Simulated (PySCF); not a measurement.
Ionisation energy of Cl⁺ by level of theory

Cl⁺ [Ne] 3s2 3p4 (3P) → Cl²⁺ [Ne] 3s2 3p3 (4S), as a difference of total energies. Calculation: PySCF 2.14, in aug-cc-pVTZ-DK; the spin-free X2C one-electron Hamiltonian (Gaussian nucleus). Correlated levels: valence: [Ne] frozen. The calculations carry no spin-orbit coupling.

```csv
method,ionisation energy (eV),plus first-order spin-orbit estimate,error of that sum (eV)
UHF,22.573,22.613,-1.201
LDA,23.948,23.988,+0.174
PBE,23.831,23.871,+0.057
PBE0,23.826,23.865,+0.051
r2SCAN,23.795,23.835,+0.021
r2SCANh,23.789,23.829,+0.015
revPBE,23.804,23.843,+0.029
TPSS,23.892,23.932,+0.118
BP86,23.998,24.038,+0.224
MP2 (valence),23.357,23.397,-0.417
SCS-MP2 (valence),23.441,23.481,-0.333
```

Reference: 23.814 eV (measured; NIST Atomic Spectra Database, ionization energies).

A first-order spin-orbit estimate (lowest level to lowest level, LS coupling) adds 0.040 eV.

Errors of the correlated levels include the incompleteness of this basis and the frozen core.
